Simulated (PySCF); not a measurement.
CH4BClOS. Atoms are numbered in the order given.

```xyz
9

B     -0.1367     0.1402     0.0000
Cl    -0.5243     1.8701     0.0000
O     -1.1634    -0.7262     0.0000
C     -0.9766    -2.1324     0.0000
H     -0.4227    -2.4566     0.8969
H     -1.9683    -2.6037     0.0000
H     -0.4227    -2.4566    -0.8969
S      1.5894    -0.4470     0.0000
H      2.1471     0.7810     0.0000
```

The structure is a stationary point at r2SCAN-D4/def2-SVP. Other conformers were not sampled.

Computed with PySCF with CAM-B3LYP/def2-TZVP.

ESP charges are fitted to the potential on shells at 1.4 to 2.0 van der Waals radii. Atomic charges (e):

| atom | ESP fit | IAO | Löwdin | Mulliken |
|---|---|---|---|---|
| B1 | 0.20 | 0.23 | -1.44 | 0.23 |
| Cl2 | -0.14 | -0.11 | 0.53 | -0.15 |
| O3 | -0.19 | -0.39 | 0.33 | -0.22 |
| C4 | -0.20 | -0.19 | -0.31 | -0.21 |
| H5 | 0.14 | 0.14 | 0.12 | 0.14 |
| H6 | 0.12 | 0.16 | 0.12 | 0.14 |
| H7 | 0.14 | 0.14 | 0.12 | 0.14 |
| S8 | -0.27 | -0.10 | 0.45 | -0.23 |
| H9 | 0.20 | 0.11 | 0.08 | 0.16 |

Task: Give the Mayer and Wiberg (Löwdin basis) orders of the bonds. (Estimate from the structure and the level; the computed values follow.)

Result: 
```json
[
 {"bond": "B1–Cl2", "Mayer": "1.25", "Wiberg": "2.09"},
 {"bond": "B1–O3", "Mayer": "1.36", "Wiberg": "1.94"},
 {"bond": "O3–C4", "Mayer": "0.89", "Wiberg": "1.37"},
 {"bond": "C4–H5", "Mayer": "0.97", "Wiberg": "0.93"},
 {"bond": "C4–H6", "Mayer": "0.97", "Wiberg": "0.93"},
 {"bond": "C4–H7", "Mayer": "0.97", "Wiberg": "0.93"},
 {"bond": "B1–S8", "Mayer": "1.28", "Wiberg": "1.89"},
 {"bond": "S8–H9", "Mayer": "0.95", "Wiberg": "0.96"}
]
```
